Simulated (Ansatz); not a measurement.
`B[O][Al]([Cl])[Cl]` + H₂Se → `[Cl][Al]([Cl])[SeH]` + `BO` at 400 K and 1 bar (ligand exchange at the Al–O bond).

Calculated with Ansatz (gas phase, PBE0-D4/def2-TZVP geometries, no zero-point term in ΔE). CCSD(T)/CBS is the MP2 limit (def2-TZVPP, def2-QZVPP) plus CCSD(T) − MP2 in def2-TZVPP, frozen cores. This one scheme is used for every species. For Se outer-core shells are correlated without core-valence functions, which leaves a few kJ/mol of doubt a bond. Scalar relativity is left out up to krypton. Each species was taken in one conformer, which may not be the lowest.

```
              species  CCSD(T)/CBS energy (Eh)  H − E (kJ/mol)  S (J/(mol·K))
 `B[O][Al]([Cl])[Cl]`              -1262.97636           107.8          394.3
                 H₂Se              -2401.89790            49.4          229.5
`[Cl][Al]([Cl])[SeH]`              -3563.06769            58.7          378.1
                 `BO`               -101.80414           108.2          244.0
```

H − E and S are ideal-gas, rigid-rotor, harmonic terms from PBE0-D4/def2-TZVP, for one conformer and one mirror image of each species. 1 Eh = 2625.50 kJ/mol, R = 8.31446 J/(mol·K).

Problem. By hand: ΔE, ΔH, ΔS and ΔG.

Solution. ΔE = (-3563.06769) + (-101.80414) − (-1262.97636) − (-2401.89790) = 0.00243 Eh = 6.4 kJ/mol. Δ(H − E) = 58.7 + 108.2 − 107.8 − 49.4 = 9.7, so ΔH = 16.1 kJ/mol. ΔS = 378.1 + 244.0 − 394.3 − 229.5 = -1.7 J/(mol·K). ΔG = 16.1 − 400 × (-1.7)/1000 = 16.8 kJ/mol.

Problem. By hand: the equilibrium constant, and the temperature at which ΔG would vanish if ΔH and ΔS stayed fixed.

Solution. log₁₀ K = −ΔG/(RT ln 10) = -2.2. ΔH and −TΔS have one sign here, so there is no such temperature. One of them is within its doubt of zero, so this could turn.

The number of gas molecules stays the same, so ΔS is small and ΔH decides. A doubt of 5 kJ/mol in ΔE shifts log₁₀ K by 0.7 here. Other conformers and mirror images would add mixing entropy, several J/(mol·K) or more a flexible species. These are equilibria of isolated gas molecules and say nothing of rates. Largest T1 diagnostic: 0.014 (customary marks: 0.02 for closed shells, 0.045 for open ones).
